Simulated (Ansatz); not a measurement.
Ansatz (a quantum-chemistry and plane-wave program) input:
A basis named .json is the Basis Set Exchange file of that set.

Ansatz 0.2 input:
```yaml
crystal:
  periodic: [false, false, false]
  atoms:
    - {symbol: O, position_ang: [0.48646371, 1.42806095, -1.00680368]}
    - {symbol: Ge, position_ang: [-0.00769305, 0.01501473, -0.01743321]}
    - {symbol: O, position_ang: [-1.20130562, 0.30174007, 1.24500000]}
    - {symbol: O, position_ang: [-0.73125555, -1.13420770, -1.13426977]}
    - {symbol: O, position_ang: [1.48887317, -0.48209983, 0.78269920]}
    - {symbol: H, position_ang: [-0.82708789, 0.69943317, 2.03898111]}
    - {symbol: H, position_ang: [-1.51133733, -1.55794691, -0.75721622]}
    - {symbol: H, position_ang: [2.24239727, -0.52990586, 0.18309185]}
basis:
  gaussian:
    orbitals: def2-QZVPP.json
hamiltonian:
  xc: {name: PBE0}
magnetization: {spin_polarized: true, initial_magnetization: 1}
```

Q: What final total energy does it print?

A: -2379.35475 Eh (PBE0/def2-QZVPP). The basis has 407 functions.

It need not be the lowest isomer of its formula.
